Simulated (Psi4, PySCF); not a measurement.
Here is a job for Psi4.
```
memory 2 GB

molecule mol {
1 2
  C    -0.000000   -0.000000   -1.079034
  S     0.000000    0.000000    0.404638
}

set basis 6-31g**
set reference uks
set scf_type pk
set puream true
set d_convergence 1e-8
set dft_radial_points 99
set dft_spherical_points 590

energy('pbe')
print_variables()
```

### Question
Write the same job for PySCF.

### Answer
Several could match; the one computed here: 
```python
from pyscf import gto, scf, dft

mol = gto.Mole()
mol.atom = '''
    C    -0.00000000   -0.00000000   -1.07903369
    S     0.00000000    0.00000000    0.40463763
'''
mol.basis = '6-31g**'
mol.charge = 1
mol.spin = 1
mol.verbose = 3
mol.build()

mf = dft.UKS(mol)
mf.xc = 'pbe'
mf.grids.atom_grid = (99, 590)
mf.grids.prune = None
mf.kernel()
```

Both were run: Psi4 gave -435.557085 Eh and PySCF -435.557085 Eh, 0.000 mEh apart.
